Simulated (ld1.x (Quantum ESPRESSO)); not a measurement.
# What one change does to a pseudopotential (Sr (Z = 38), TM)

strontium (Sr), norm-conserving Troullier–Martins (Kleinman–Bylander form), made with ld1.x (Quantum ESPRESSO) 7.5 (LDA (PZ), scalar-relativistic). Core [Kr], reference 4d0 5s2 5p0. Waves: 5s (bound): rc 3.80 bohr; 4d (bound, empty): rc 2.25 bohr; 5p (bound, empty): rc 3.35 bohr. Local part: the p channel. Core correction: a·sin(br)/r model core, default radius (core density twice the valence density).

Change: local potential all-electron potential smoothed inside 2.15 bohr (lloc = -1).

Cutoffs: the cutoffs (Ry, on a coarse ladder) from which the occupation-weighted sum of valence levels, in a spherical-Bessel basis at the reference potential, stays within 10 and 1 mRy of its value at 400 Ry; they do not see the model core or the augmentation charge, which bear on the density cutoff. Errors are all-electron minus pseudo energies relative to the spin-unpolarised reference configuration.

Question: Predict the effect on cutoff, ghosts and configuration errors.

Answer: Both files are so soft that the ladder of cutoffs tells neither apart; the bound ghosts move from s to p, s; the number of tests that count goes from 9 to 6; of the 6 tests that both files solve, the error grows in 0 and shrinks in 5 by more than 15 % and 0.3 meV (median size 9.1 → 5.7 meV); the range in which the d phases agree widens (upper end 0.4 → 3.9). In the separable form a ghost depends on how the local part lies against the semilocal potential of the channel, so the choice of the local part can create or remove one.

```csv
quantity,base,changed
"cutoff, loose",6 Ry,6 Ry
"cutoff, tight",8 Ry,8 Ry
bound ghosts,s,"s, p"
"tests counted (converged, no solver errors)",9 of 9,6 of 9
"error for 4d0 5s1 5p0, meV [ΔE 6.06 eV]",-12,-5.7
"error for 4d0 5s1.5 5p0, meV [ΔE 2.41 eV]",-2.5,-0.8
"error for 4d0.5 5s1.5 5p0, meV [ΔE 1.15 eV]",-6.8,-5.7
"error for 4d1 5s0 5p0, meV [ΔE 7.86 eV]",-28,-28
"error for 4d0 5s1 5p0 (spin-polarised), meV [ΔE 5.89 eV]",-11,-6.5
"error for 4d0 5s1.5 5p0 (spin-polarised), meV [ΔE 2.38 eV]",-2.2,-0.6
s: phases at 4.08 bohr within 0.05 rad from the reference energy up to (Ry; the scan ends near 5),1.3,1.0
p: phases at 4.08 bohr within 0.05 rad from the reference energy up to (Ry; the scan ends near 5),0.2,0.1
d: phases at 4.08 bohr within 0.05 rad from the reference energy up to (Ry; the scan ends near 5),0.4,3.9
```

Base: The cutoffs count occupied waves only; the empty 4d level needs 18 Ry at the loose tolerance. Changed file: The cutoffs count occupied waves only; the empty 4d level needs 15 Ry at the loose tolerance. Tests not counted: 4d0 5s1 5p1 (solver errors, printed error -11.7 eV); 4d0 5s0 5p2 (solver errors, printed error -7.8 eV); 4d0 5s0 5p1 (solver errors, printed error -2.1 eV). A true bound ghost makes a file unfit for plane-wave use even where its test errors are small: the radial tests pick states by their node count and pass the ghost by. Where a test does run into it, the solver fails or the error is huge.
